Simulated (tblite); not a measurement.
C6H12BN.
Atom-mapped SMILES: `[CH3:1][C:2]#[N+:3][BH2-:4][C@@H:5]1[CH2:6][C@H:7]1[CH3:8]` (hydrogens: H9, H10, H11 on C1; H12, H13 on B4; H14 on C5; H15, H16 on C6; H17 on C7; H18, H19, H20 on C8)

Cartesian coordinates in Å at the GFN2-xTB level; atoms count from 1:
```
atom  x, y, z in Å
C1     3.8692    0.4407    0.0670
C2     2.6038    0.3923   -0.6011
N3     1.5894    0.3555   -1.1412
B4     0.2140    0.2819   -1.6632
C5    -0.7118    0.2869   -0.3305
C6    -0.7535   -0.9001    0.5952
C7    -1.9494   -0.5579   -0.2399
C8    -3.1966   -0.0231    0.4192
H9     4.6757    0.4952   -0.6642
H10    3.9966   -0.4547    0.6758
H11    3.9111    1.3195    0.7109
H12    0.0671    1.2492   -2.3442
H13    0.1572   -0.7382   -2.2771
H14   -0.7882    1.2454    0.1765
H15   -0.8138   -0.7312    1.6624
H16   -0.1804   -1.7781    0.3315
H17   -2.1527   -1.2105   -1.0807
H18   -3.8168   -0.8399    0.7893
H19   -3.7850    0.5576   -0.2903
H20   -2.9413    0.6200    1.2594
```

Method: GFN2-xTB as coded in tblite; computed harmonic values from a numerical Hessian at the method's own geometry, unscaled. This tight-binding method is rough: wavenumbers can miss measured ones by several per cent, in bad cases by 10 to 20. Modes of hydrogen on boron can be 10 to 20 % off. One conformer, not necessarily the lowest. The optimisation stopped once no atom felt more than 0.01 eV/Å.

Lowest wavenumbers of the output (negative numbers stand for imaginary wavenumbers):
```
mode    cm-1
  1     -28.4
  2      28.2
  3      52.6
  4     148.2
  5     162.2
  6     185.5
  7     238.8
  8     278.4
```

Task: Is this structure a minimum?

Result: Not by this Hessian. 1 mode is imaginary beyond 20i (28i cm⁻¹), so at this level the point lies at or near a first-order saddle. The curvature is small, so loose convergence or finite differences may be the whole cause.

Task: Which atoms move in the imaginary mode?

Result: 28i: H9 (methyl hydrogen) 33 %, H10 (methyl hydrogen) 32 %, H11 (methyl hydrogen) 32 %. These are shares of the mass-weighted motion.

Task: What is the remedy?

Result: Step along that mode in both directions, optimise again with tighter thresholds and repeat the frequencies. The zero-point energy of this point (104.2 kcal/mol) counts the 53 real modes alone, and thermal corrections from it aren't those of a minimum.
